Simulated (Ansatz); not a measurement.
Geometry optimisation, RKS B3LYP-D4/6-31G in Ansatz.

The input (input.yaml):

```yaml
crystal:
  periodic: [false, false, false]
  atoms:
    - { symbol: B, position_ang: [-1.1439, -1.4664, 1.1672] }
    - { symbol: Si, position_ang: [-0.3794, -0.7551, -0.4707] }
    - { symbol: Si, position_ang: [1.7229, -1.4061, -0.5613] }
    - { symbol: Si, position_ang: [-0.38, 1.4899, -0.4713] }
    - { symbol: "N", position_ang: [0.4491, 2.1008, 0.9264] }
    - { symbol: O, position_ang: [-2.0885, 2.0111, -0.3804] }
    - { symbol: H, position_ang: [-0.7255, -1.1073, 2.2098] }
    - { symbol: H, position_ang: [-2.0925, -2.118, 1.0871] }
    - { symbol: H, position_ang: [-1.095, -1.2547, -1.5974] }
    - { symbol: H, position_ang: [1.8178, -2.8754, -0.5264] }
    - { symbol: H, position_ang: [2.454, -0.8857, 0.6517] }
    - { symbol: H, position_ang: [2.4005, -0.8746, -1.7531] }
    - { symbol: H, position_ang: [0.1089, 2.0147, -1.7199] }
    - { symbol: H, position_ang: [-0.22547, 2.72587, 1.48647] }
    - { symbol: H, position_ang: [1.20707, 2.71898, 0.56445] }
    - { symbol: H, position_ang: [-2.4943, 1.6978, -1.1976] }
basis:
  gaussian: { orbitals: "6-31G" }
hamiltonian:
  xc: b3lyp
  dispersion: d4
relax:
  f_tol: 0.015
  max_steps: 40
```

Launched with:

```bash
$ ansatz run input.yaml --threads 1 --pin off --max-ram 2048MiB --backend cpu --events-out ev --progress --plain --runs-dir out
```

Where does it end, and by what steps?

The forces met the threshold. Limits of this set-up: no polarisation functions. After 26 steps the energy has fallen by 1.249 eV; H14 moved furthest, 1.17 Å.

```
step  energy less start (eV)  largest force component (eV/Å)  accepted
   0                  0.0000                           3.118       yes
   1                 -0.6933                           1.830       yes
   2                 -0.9500                           1.012       yes
   3                 -1.0955                           0.636       yes
   4                 -1.1488                           1.398       yes
   5                 -1.1911                           0.636       yes
   6                 -1.2272                           0.276       yes
   7                 -1.2387                           0.107       yes
   8                 -1.2403                           0.314       yes
   9                 -1.2441                           0.057       yes
  10                 -1.2448                           0.069       yes
  11                 -1.2455                           0.040       yes
  12                 -1.2456                           0.042       yes
  13                 -1.2467                           0.026       yes
  14                 -1.2473                           0.031       yes
  15                 -1.2475                           0.031       yes
  16                 -1.2479                           0.032       yes
  17                 -1.2481                           0.038       yes
  18                 -1.2481                           0.039        no
  19                 -1.2483                           0.020       yes
  20                 -1.2484                           0.019       yes
  21                 -1.2485                           0.023       yes
  22                 -1.2486                           0.019       yes
  23                 -1.2487                           0.021       yes
  24                 -1.2487                           0.025       yes
  25                 -1.2487                           0.023       yes
  26                 -1.2488                           0.011       yes
```

```xyz
16
Properties=species:S:1:pos:R:3
B -1.310 -1.330 1.247
Si -0.442 -0.854 -0.496
Si 1.868 -1.400 -0.495
Si -0.491 1.528 -0.640
N 0.473 2.144 0.683
O -2.123 2.126 -0.523
H -0.790 -0.989 2.267
H -2.349 -1.912 1.313
H -1.114 -1.425 -1.719
H 2.090 -2.870 -0.727
H 2.466 -1.036 0.833
H 2.592 -0.639 -1.569
H 0.139 2.050 -1.906
H 0.427 1.757 1.614
H 0.943 3.035 0.634
H -2.844 1.831 -1.103
```

Whether the end is a true minimum wasn't checked by a vibrational analysis.

The run took 3.5 min on 1 thread of Arm Neoverse V2 (shared host), peak memory 0.22 GiB.
